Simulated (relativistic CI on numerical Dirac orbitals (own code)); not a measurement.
Calculated at this level of theory: Dirac-Coulomb-Breit CI, orbitals from a KLI potential per configuration, a model potential for QED, unscaled Slater integrals (own radial code, finite nucleus).

The strongest absorption lines from the ground level of an ion, among the configurations computed and to levels below about 386 eV (vacuum wavelength in Å, gf): 37.154 (0.0001), 62.072 (0.0038), 66.424 (0.00052), 70.320 (0.0006), 79.978 (1.4), 85.949 (0.28), 89.673 (0.12), 117.03 (0.44).

Question: Which ion is it?
A. Pm31+
B. Ce26+
C. Gd32+
D. Pm29+

Answer: D. Pm29+ has 32 electrons and the ground level 4s²4p² ³P0; the strongest line goes to 4s²4p4d ³D°1. The pattern of lines fixes the number of electrons, and along that sequence the line energies rise steadily with the charge (about as its square where n changes within one kind of shell, about linearly where n is kept but much faster in heavy ions where fine structure, which grows about as Z⁴, sets the gap, and irregularly where shells cross), which fixes Z. Configurations outside the model, such as inner-shell arrays, can give stronger lines. At this charge energies of transitions that change n are usually good to better than 1 %, and those within a shell (Δn = 0) to a few per cent.

LS names give the leading component of a level, which can be under half, so a name can repeat, a term be missing and a line seem to break the LS rules.
